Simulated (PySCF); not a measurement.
Steps of a relaxation of Bi2O2F2

Bi2O2F2 (singlet; a saddle point, relaxed within its symmetry). PySCF 2.14.0, RKS TPSS, Bi def2-SVP with ECP60, O def2-SVP, F def2-SVP; non-relativistic Hamiltonian with scalar-relativistic core potentials where named; density fitting; no spin-orbit coupling. Origin of the start: template. Columns: position (Å) and force (eV/Å). Energies are counted from the last step; some of the 8 steps are shown. Forces carry noise of the integration grid, about 0.01 to 0.03 eV/Å.

Run from Python with OMP_NUM_THREADS=2. Where DIIS fails, smearing, a level shift and second-order steps follow.
It took 33 s on 2 threads of AMD EPYC 9R45 96-Core Processor (Zen 5), with other jobs on the host, from the converged density of the start.

```xyz
6
step 0  E = 2.829 eV
Bi    0.0000    0.0000    1.5033     0.00    0.00    2.44
Bi    0.0000    0.0000   -1.5033     0.00    0.00   -2.44
O     1.2855    0.0000    0.0000     6.46    0.00    0.00
O    -1.2855    0.0000    0.0000    -6.46    0.00    0.00
F     0.0000    0.0000    3.4641     0.00    0.00    5.58
F     0.0000    0.0000   -3.4641     0.00    0.00   -5.58
```

```xyz
6
step 2  E = 0.056 eV
Bi    0.0000    0.0000    1.5825     0.00    0.00    0.47
Bi    0.0000    0.0000   -1.5825     0.00    0.00   -0.47
O     1.4685    0.0000    0.0000     0.60    0.00    0.00
O    -1.4685    0.0000    0.0000    -0.60    0.00    0.00
F     0.0000    0.0000    3.7165     0.00    0.00    0.55
F     0.0000    0.0000   -3.7165     0.00    0.00   -0.55
```

```xyz
6
step 5  E = 0.000 eV
Bi    0.0000    0.0000    1.6121     0.00    0.00    0.01
Bi    0.0000    0.0000   -1.6121     0.00    0.00   -0.01
O     1.4859    0.0000    0.0000    -0.05    0.00    0.00
O    -1.4859    0.0000    0.0000     0.05    0.00    0.00
F     0.0000    0.0000    3.7774     0.00    0.00    0.00
F     0.0000    0.0000   -3.7774     0.00    0.00    0.00
```

Question: Where does the relaxation end?

Answer: It converges at step 7 in D2h:
```xyz
6
step 7  E = 0
Bi    0.0000    0.0000    1.6146
Bi    0.0000    0.0000   -1.6146
O     1.4806    0.0000    0.0000
O    -1.4806    0.0000    0.0000
F     0.0000    0.0000    3.7804
F     0.0000    0.0000   -3.7804
```

Question: How did the contacts change?

Answer: 
```
   contact  start (Å)  end (Å)
Bi1–O3 (O)      1.978    2.191
Bi1–O4 (O)      1.978    2.191
Bi1–F5 (F)      1.961    2.166
Bi2–F6 (F)      1.961    2.166
```
